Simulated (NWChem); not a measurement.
BSi₂H₆Cl; SMILES [SiH3]B([SiH3])Cl

All runs: NWChem. All runs use the structure optimised with PBE-D3(BJ)/def2-SVP.

Q: Estimate the computed values for BLYP/def2-SVP. Quantities: highest occupied level (eV); orbital gap (eV); dipole (D).

A: 
```json
{
  "highest occupied level (eV)": "-6.09",
  "orbital gap (eV)": "2.89",
  "dipole (D)": "0.27"
}
```
